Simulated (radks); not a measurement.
The numbers below are computed, except where a source is named.
Charge is removed step by step from the 1s down level of He, starting from 1s(up 1, down 1). Code: a radial shooting solver on a logarithmic mesh with Libxc functionals. Model: non-relativistic Kohn-Sham, PBE, spin-polarised, spherical densities, point nucleus.

removed (e)  E - E(0) (eV)  eigenvalue (eV)
0                    0.000          -15.763
0.125                2.111          -18.022
0.25                 4.507          -20.321
0.375                7.192          -22.634
0.5                 10.165          -24.924
0.625               13.420          -27.130
0.75                16.939          -29.141
0.875               20.685          -30.649

The mean slope of the eigenvalue, de/dn, is 17.0 eV per electron.
